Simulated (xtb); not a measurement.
C₄H₂F₃O₂ (SMILES O=C(C=[C]O)C(F)(F)F), doublet, from a rough starting geometry; GFN2-xTB (xtb 6.7.1).

The xtb input:
```
$ xtb mol.xyz --gfn 2 --uhf 1 --opt vtight --json

# file mol.xyz
11

O      0.51279208     1.31216243     0.57205743
C     -0.01804197     0.29862906     0.20406471
C      0.62697421    -0.87689240    -0.42640412
C      1.96088946    -0.76126151    -0.50579574
O      2.64710566     0.24635829    -0.07806552
C     -1.57011248     0.21069275     0.17257504
F     -1.98763568    -0.54331080     1.16452824
F     -2.03342078    -0.38423920    -0.98393488
F     -2.13653917     1.32566872     0.30473502
H      0.09220958    -1.73858170    -0.74719088
H      2.01799485     0.97085940     0.33543352
```

Q: Predict the main parts of the log of this xtb run.

A: 
```
   ID    Z sym.   atoms
    1    8 O      1, 5
    2    6 C      2-4, 6
    3    9 F      7-9
    4    1 H      10, 11

           -------------------------------------------------
          |                Calculation Setup                |
           -------------------------------------------------

           -------------------------------------------------
          |                 G F N 2 - x T B                 |
           -------------------------------------------------

          ...................................................
          :                      SETUP                      :
          :.................................................:
          :  # basis functions                  38          :
          :  # atomic orbitals                  38          :
          :  # shells                           20          :
          :  # electrons                        51          :
          :  max. iterations                   250          :
          :  Hamiltonian                  GFN2-xTB          :
          :  restarted?                      false          :
          :  GBSA solvation                  false          :
          :  PC potential                    false          :
          :  electronic temp.          300.0000000     K    :
          :  accuracy                    1.0000000          :
          :  -> integral cutoff          0.2500000E+02      :
          :  -> integral neglect         0.1000000E-07      :
          :  -> SCF convergence          0.1000000E-05 Eh   :
          :  -> wf. convergence          0.1000000E-03 e    :
          :  Broyden damping             0.4000000          :
          :  net charge                          0          :
          :  unpaired electrons                  1          :
          ...................................................

 iter      E             dE          RMSdq      gap      omega  full diag
   1    -31.9157384 -0.319157E+02  0.546E+00    1.71       0.0  T
   2    -31.9741936 -0.584552E-01  0.334E+00    1.07       1.0  T
   3    -31.9730670  0.112662E-02  0.176E+00    1.70       1.0  T
   4    -31.9797660 -0.669899E-02  0.844E-01    1.01       1.0  T
   5    -31.9894451 -0.967914E-02  0.165E-01    1.35       1.0  T
   6    -31.9896517 -0.206582E-03  0.693E-02    1.32       1.0  T
   7    -31.9896587 -0.702268E-05  0.208E-02    1.31       1.5  T
   8    -31.9896593 -0.557106E-06  0.816E-03    1.31       3.7  T
   9    -31.9896594 -0.918211E-07  0.288E-03    1.31      10.5  T
  10    -31.9896594 -0.262069E-07  0.103E-03    1.31      29.4  T
  11    -31.9896594 -0.326611E-08  0.418E-04    1.31      72.2  T
  12    -31.9896594 -0.258442E-09  0.149E-04    1.31     202.6  T

   *** convergence criteria satisfied after 12 iterations ***

         :::::::::::::::::::::::::::::::::::::::::::::::::::::
         ::                     SUMMARY                     ::
         :::::::::::::::::::::::::::::::::::::::::::::::::::::
         :: total energy             -31.785828759059 Eh    ::
         :: gradient norm              0.128998690125 Eh/a0 ::
         :: HOMO-LUMO gap              1.313044214568 eV    ::
         ::.................................................::
         :: SCC energy               -31.989652914120 Eh    ::
         :: -> isotropic ES            0.070599947981 Eh    ::
         :: -> anisotropic ES          0.003196735314 Eh    ::
         :: -> anisotropic XC         -0.021203384441 Eh    ::
         :: -> dispersion             -0.007214598186 Eh    ::
         :: repulsion energy           0.203824155062 Eh    ::
         :: add. restraining           0.000000000000 Eh    ::
         :: total charge               0.000000000000 e     ::
         :::::::::::::::::::::::::::::::::::::::::::::::::::::

      -----------------------------------------------------------
     |                   =====================                   |
     |                        A N C O P T                        |
[...]
 * total energy  :   -31.7977816 Eh     change       -0.7004846E-05 Eh
 * total energy  :   -31.7977903 Eh     change       -0.8722297E-05 Eh
 * total energy  :   -31.7977992 Eh     change       -0.8879622E-05 Eh
 * total energy  :   -31.7978066 Eh     change       -0.7398983E-05 Eh
 * total energy  :   -31.7978146 Eh     change       -0.7997900E-05 Eh
 * total energy  :   -31.7978227 Eh     change       -0.8159029E-05 Eh
 * total energy  :   -31.7978308 Eh     change       -0.8051453E-05 Eh
 * total energy  :   -31.7977936 Eh     change        0.3713923E-04 Eh
 * total energy  :   -31.7978328 Eh     change       -0.3916052E-04 Eh
 * total energy  :   -31.7978346 Eh     change       -0.1865107E-05 Eh
 * total energy  :   -31.7978349 Eh     change       -0.2551850E-06 Eh
 * total energy  :   -31.7978350 Eh     change       -0.9503436E-07 Eh
   *** GEOMETRY OPTIMIZATION CONVERGED AFTER 22 ITERATIONS ***
         :: total energy             -31.797834998429 Eh    ::
[...]
        27                         -0.3312583              -9.0140 (LUMO)
        28                         -0.2133345              -5.8051
        29                          0.0035104               0.0955
        30                          0.0363580               0.9894
        31                          0.0682276               1.8566
        32                          0.0710445               1.9332
        33                          0.1063380               2.8936
        34                          0.1177784               3.2049
        35                          0.2102632               5.7216
        36                          0.4317939              11.7497
        37                          0.4829612              13.1420
        38                          0.5807137              15.8020
      -------------------------------------------------------------
                  HL-Gap            0.0533318 Eh            1.4512 eV
             Fermi-level           -0.3880670 Eh          -10.5598 eV

     #   Z          covCN         q      C6AA      α(0)
     1   8 O        0.858    -0.358    20.864     6.124
     2   6 C        2.849     0.202    23.716     7.982
     3   6 C        2.894    -0.107    30.714     9.086
     4   6 C        1.875     0.122    28.134     8.567
     5   8 O        1.647    -0.242    18.026     5.731
     6   6 C        3.329     0.478    17.479     6.636
     7   9 F        0.790    -0.191    11.146     3.944
     8   9 F        0.790    -0.191    11.147     3.944
     9   9 F        0.790    -0.172    10.954     3.910
    10   1 H        0.926     0.090     1.882     2.145
    11   1 H        0.792     0.371     0.543     1.159

 Mol. C6AA /au·bohr⁶  :       1641.628103
 Mol. C8AA /au·bohr⁸  :      37608.346614
 Mol. α(0) /au        :         59.227102

Wiberg/Mayer (AO) data.
largest (>0.10) Wiberg bond orders for each atom

 ---------------------------------------------------------------------------
     #   Z sym  total        # sym  WBO       # sym  WBO       # sym  WBO
 ---------------------------------------------------------------------------
     1   8 O    2.181 --     2 C    1.635     4 C    0.166     3 C    0.130
                            11 H    0.125
     2   6 C    3.953 --     1 O    1.635     3 C    1.241     6 C    0.869
     3   6 C    3.942 --     4 C    1.491     2 C    1.241    10 H    0.962
                             1 O    0.130
     4   6 C    3.337 --     5 O    1.503     3 C    1.491     1 O    0.166
     5   8 O    2.417 --     4 C    1.503    11 H    0.689
     6   6 C    3.836 --     9 F    0.977     8 F    0.953     7 F    0.953
                             2 C    0.869
     7   9 F    1.088 --     6 C    0.953
     8   9 F    1.088 --     6 C    0.953
     9   9 F    1.112 --     6 C    0.977
    10   1 H    0.992 --     3 C    0.962
    11   1 H    0.860 --     5 O    0.689     1 O    0.125
 ---------------------------------------------------------------------------

Topologies differ in total number of bonds
Writing topology from bond orders to xtbtopo.mol

molecular dipole:
                 x           y           z       tot (Debye)
 q only:        0.962      -0.421      -0.195
   full:        0.733      -0.333      -0.153       2.082
molecular quadrupole (traceless):
                xx          xy          yy          xz          yz          zz
 q only:       -1.850       1.392       1.063       0.614      -0.003       0.787
  q+dip:       -1.940       2.129       0.744       0.891      -0.324       1.196
   full:       -3.162       1.900       0.568       0.974      -0.896       2.594

optimized geometry written to: xtbopt.xyz

           -------------------------------------------------
          | TOTAL ENERGY              -31.797834998429 Eh   |
          | GRADIENT NORM               0.000129621707 Eh/α |
          | HOMO-LUMO GAP               1.451231437733 eV   |
           -------------------------------------------------
```
